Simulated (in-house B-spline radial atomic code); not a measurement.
Results of a calculation; reference values are marked as such.
**Making a Troullier-Martins s channel for V, r_c = 0.93 bohr**

V, [Ar] 3d3 4s2, non-relativistic LDA (VWN5), spherical and spin-unpolarised, from an all-electron radial atomic-structure program (B-spline basis) (atomic units). The all-electron 3s level is ε = -2.526904 hartree, its outermost node lies just inside 0.39 bohr and its outer maximum at 0.82 bohr.

Inside r_c the pseudo-orbital is u(r) = r^1 exp(p(r)), with p = c0 + c2 r² + c4 r⁴ + … + c12 r¹². The seven coefficients follow from p and its first four derivatives at r_c, from zero curvature of the screened potential at the origin, c4 = −c2²/(2l + 5), and from the norm inside r_c. At r_c the all-electron orbital has P = 1.105037, P' = -0.6094012, the screened potential V = -4.514655, V' = 10.50577, V'' = -33.00071, and the norm inside is Q = 0.5115218.

Q: What are p, p' and p'' at r_c?

A: p = ln(P/r_c^1) = ln(1.105037/0.93) = 0.17245. p' = P'/P − 1/r_c = -0.55148 − 1.07527 = -1.62674. The radial equation gives p'' = 2(V − ε) − 2(1) p'/r_c − p'² = -3.97550 − (-3.49838) − 2.64630 = -3.12342. Differentiating, p''' = 2V' + 2(1)p'/r_c² − 2(1)p''/r_c − 2p'p'' = 13.805, and p'''' = 2V'' − 4(1)p'/r_c³ + 4(1)p''/r_c² − 2(1)p'''/r_c − 2p''² − 2p'p''' = -76.643.

For a trial c2 the five matching conditions are linear in c0, c6, c8, c10 and c12, and c2 is varied until the norm inside r_c equals Q. The root nearest zero gives:

| n | c_n |
| --- | --- |
| 0 | -0.1802232 |
| 2 | 2.72603 |
| 4 | -1.486248 |
| 6 | -8.365447 |
| 8 | 14.75048 |
| 10 | -9.79414 |
| 12 | 2.401299 |

Q: Check c4 and p(r_c), and find the screened pseudopotential at the origin.

A: −c2²/5 = -1.48625, as listed. The terms c_n r_c^n are -0.18022, 2.35774, -1.11179, -5.41236, 8.25410, -4.74019, 1.00517, which sum to 0.17245. Inverting the radial equation, V_l(r) = ε + 1 p'/r + (p'' + p'²)/2, so V_l(0) = ε + (2l + 3) c2 = -2.526904 + 3 × (2.72603) = 5.6512 hartree, finite where the all-electron potential diverges.

Orbitals and screened potentials:

```
r (bohr)         P        u  V all-electron  V pseudo
   0.093     -0.04  0.07951          -183.5     5.636
   0.232   -0.5908   0.2231          -52.58     5.095
   0.372  -0.05768   0.4328          -25.19     2.527
   0.512    0.5954   0.7192          -14.58    -2.461
   0.651    0.9931    0.998          -9.366    -6.593
    0.79     1.134    1.133          -6.375    -6.465
    0.93     1.105    1.105          -4.515    -4.515
```

Logarithmic derivatives P'/P at R = 1.23 bohr, for energies E around ε:

| E − ε (hartree) | all-electron | pseudo |
| --- | --- | --- |
| -0.5 | -0.373572 | -0.375009 |
| -0.25 | -0.81572 | -0.816189 |
| -0.1 | -1.12547 | -1.12556 |
| 0 | -1.35523 | -1.35523 |
| 0.1 | -1.60711 | -1.60723 |
| 0.25 | -2.03498 | -2.03585 |
| 0.5 | -2.92769 | -2.93276 |

Q: With P(R) = 0.8144415 and a norm of 0.7968216 inside R, what slope in energy does norm conservation fix?

A: d(P'/P)/dE = −2 × (norm inside R)/P(R)² = -2.4025 per hartree·bohr at E = ε, for both atoms, since orbital and norm agree at R. Differences over ±0.1 hartree give -2.4082 (all-electron) and -2.4083 (pseudo), which also hold third-order terms. Half a hartree below ε the two curves differ by -0.0014.
